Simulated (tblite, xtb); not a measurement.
CrF₂O₂, singlet, geometry from GFN2-xTB (such geometries of metal compounds can be far from the true shape). Base run: GFN1-xTB in xtb 6.7.1.

Input for xtb:
```
$ xtb mol.xyz --gfn 1 --json

# file mol.xyz
5

Cr     0.05209847    -0.00918190     0.01711959
O      1.23511899    -0.33445517    -0.92728600
O      0.50205912     0.02829272     1.49812372
F     -0.56708148     1.48699299    -0.39379254
F     -1.11600608    -1.19036352    -0.15927100
```

Programs used: tblite, xtb; a row that names a program was run with it.

The base run was repeated with changes; each row names its change, and settings that it needs were set with it.

```tsv
change	ΔE vs base (mEh)	HOMO-LUMO gap (eV)	dipole (D)	G_solv (kcal/mol)	SCF cycles
base	0.000	2.94	2.70	-	19
etemp = 1000	0.000	2.94	2.70	-	20
gbsa = chcl3	-7.285	2.96	2.84	-4.69	16
acc = 0.0001	0.000	2.94	2.70	-	22
program = tblite; method = gfn1; option = (--etemp, 2000)	-0.010	-	-	-	-
alpb = acetone	___	___	___	___	17
```

Task: What belongs in the gaps?

Result: 
- alpb = acetone, ΔE vs base (mEh): 3.461
- alpb = acetone, HOMO-LUMO gap (eV): 2.95
- alpb = acetone, dipole (D): 2.81
- alpb = acetone, G_solv (kcal/mol): 2.13

ALPB and GBSA are two models with their own fitted parameters for each solvent, which aren't always the measured dielectric constant.
